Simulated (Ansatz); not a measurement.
A structure relaxed at PBE0-D4/def2-SVP in Ansatz, charge 1, doublet:

Cartesian coordinates in Å:
```
Li 1.605 1.674 -2.298
Li 2.151 1.401 1.284
Li -0.956 -1.308 -2.350
Li 2.556 -1.376 -1.532
Li -2.814 -0.234 2.566
Li 0.024 -2.267 0.861
Li -0.977 2.204 0.003
Al -1.899 -0.624 0.098
Al -0.319 0.492 1.927
Al 0.629 0.038 -0.558
```

Task: Give its formula and point group.

Result: the cluster Li7Al3⁺ (the lowest doublet isomer of a short search). Point group C2 (tolerance 0.1 Å).

Task: Summarise the bond lengths by kind (pairs closer than 1.2 times the sum of covalent radii, bridged metal pairs left out).

Result: 14 × Al–Li 2.58 to 2.98 Å; 3 × Al–Al 2.66 to 2.70 Å.

The structure comes from a short search, and lower isomers may exist.
